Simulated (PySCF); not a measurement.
**Working out the ionisation energy of Kr¹⁸⁺**

Kr¹⁸⁺ [Ar] (1S) → Kr¹⁹⁺ [Ne] 3s2 3p5 (2P). All numbers are calculated (PySCF 2.14, the non-relativistic Hamiltonian (point nucleus), in an even-tempered Gaussian basis (17 s from 1.7 bohr⁻², ratio 2.5; 11 p from 2.2 bohr⁻², ratio 2.5; 5 d from 12 bohr⁻², ratio 2.7; 4 f from 18 bohr⁻², ratio 2.7)). Frozen: 1s2; the 18 highest virtual orbitals dropped. Energies in hartree (1 hartree = 27.21139 eV):

```csv
part,Kr¹⁸⁺ (lower),Kr¹⁹⁺ (upper)
UHF,-2577.295233,-2548.497633
MP2 opposite-spin,-0.433501,-0.413114
MP2 same-spin,-0.169899,-0.155700
```

Q: What does Hartree-Fock give?

A: (-2548.497633) − (-2577.295233) = 28.797600 hartree = 783.623 eV.

Q: What do MP2 and SCS-MP2 (6/5 opposite-spin, 1/3 same-spin) give?

A: The opposite-spin parts differ by 0.555 eV and the same-spin parts by 0.386 eV. MP2: 783.623 + (0.555) + (0.386) = 784.564 eV. SCS-MP2: 783.623 + 1.2 × (0.555) + (0.386)/3 = 784.418 eV.

Reference: 785.32 eV (semi-empirical (NIST evaluation); NIST Atomic Spectra Database, ionization energies), between the lowest levels; spin-orbit coupling is absent from the calculation.

The calculation is non-relativistic.

What remains against the reference includes basis incompleteness, the frozen core and correlation beyond second order.
